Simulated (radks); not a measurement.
Coulomb parameter of the 4f shell of the erbium ion Er2+ in the model configuration [Xe] 4f10.5 6s1.5, as a second difference U = [E(n + 0.5) + E(n - 0.5) - 2 E(n)] / (0.5)^2 with all orbitals relaxed. "Bare": the charge of the atom changes with n. "Screened": the 6s shell takes up the change at fixed total charge, which measures U(4f,4f) + U(6s,6s) - 2 U(4f,6s). Method: scalar-relativistic Kohn-Sham, PBE, spin-unpolarised, spherical densities, finite nucleus; Fermi nuclear charge, rms radius 5.2516 fm; computed with a radial shooting solver on a logarithmic mesh with Libxc functionals.

\begin{tabular}{lrr}
case & configuration & E - E(n) (eV) \\ \hline
start & [Xe] 4f10.5 6s1.5 & 0.000 \\
bare +0.5 & [Xe] 4f11 6s1.5 & -13.428 \\
bare -0.5 & [Xe] 4f10 6s1.5 & 18.223 \\
screened +0.5 & [Xe] 4f11 6s1 & -5.744 \\
screened -0.5 & [Xe] 4f10 6s2 & 7.850 \\
\end{tabular}

U(bare) = 19.180 eV, U(screened by 6s) = 8.424 eV, against the Slater integral F0(4f,4f) = 33.804 eV with frozen orbitals.
